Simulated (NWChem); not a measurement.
Species: BClF2; SMILES FB(F)Cl

```xyz
4

B     -0.0032     0.4385     0.0000
F      0.0003     1.1019    -1.1364
F      0.0003     1.1019     1.1364
Cl     0.0000    -1.3166     0.0000
```
Atoms are numbered in this order, from 1.

Computed with NWChem. Pople sets run with spherical d functions. Coordinates come from a B3LYP/6-31G* (spherical d) optimisation. B3LYP is NWChem's, with the RPA form of VWN correlation. Field at 589 nm.

For level B3LYP/6-31G*:

```
Quantity            Result
------------------  ------
anisotropy (bohr³)    13.6
```

**Question.** What are these values for level B3LYP/def2-SVP?

**Answer.** The anisotropy (bohr³) is 11.2.
